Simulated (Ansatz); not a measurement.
A run for Ansatz (a first-principles code): R-wB97X-V/def2-TZVPPD on C2H10Ge (a complex), monomers drawn apart or pushed together. Files ending in .json are basis or fitting sets from the Basis Set Exchange.

Ansatz 0.2 input:
```yaml
crystal:
  periodic: [false, false, false]
  atoms:
    - {symbol: Ge, position_ang: [-0.15445395, 0.14853706, -0.24637723]}
    - {symbol: H, position_ang: [-0.50518300, -0.05966162, -1.72772934]}
    - {symbol: H, position_ang: [0.41996131, -1.15308113, 0.33115045]}
    - {symbol: H, position_ang: [-1.42203654, 0.53481203, 0.52928761]}
    - {symbol: H, position_ang: [0.88635996, 1.27008888, -0.11978313]}
    - {symbol: C, position_ang: [0.54601635, 0.50496775, 3.10730519]}
    - {symbol: C, position_ang: [-0.40161989, -0.64362322, 3.44005963]}
    - {symbol: H, position_ang: [0.99552459, 0.92345664, 4.00984884]}
    - {symbol: H, position_ang: [0.02389166, 1.31545444, 2.59508738]}
    - {symbol: H, position_ang: [1.35966097, 0.17404330, 2.45892337]}
    - {symbol: H, position_ang: [0.12123594, -1.45268957, 3.95368418]}
    - {symbol: H, position_ang: [-0.85053790, -1.06250868, 2.53775145]}
    - {symbol: H, position_ang: [-1.21463292, -0.31164864, 4.08861104]}
basis:
  gaussian:
    orbitals: def2-TZVPPD.json
hamiltonian:
  xc: {name: wB97X-V}
scf: {lower_state_search: off}
```

The head of its log:

```
WARN ansatz: RAYON_NUM_THREADS=1 ignored (pool sized by the plan → 1); use --threads N
Functional definition: wB97X-V
these checks for a lower state are left out or cut short: stability, starts, cluster_reference, orbital_swaps, neighbouring_geometries, increment
integrals: 0.32 GiB planned
1352 factors; their error is unknown
integrals: 0.36 GiB planned
429 factors; integrals over basis functions are off by at most 1.3e-5 eV
mean field: 1.95 GiB planned
mean field evaluation 1: about -58746.6973 eV, gradient 4.0e1 eV
mean field evaluation 2: about -58748.3505 eV, gradient 3.1e1 eV
```

Q: Predict the final total energy.

A: -2159.0298 hartree.
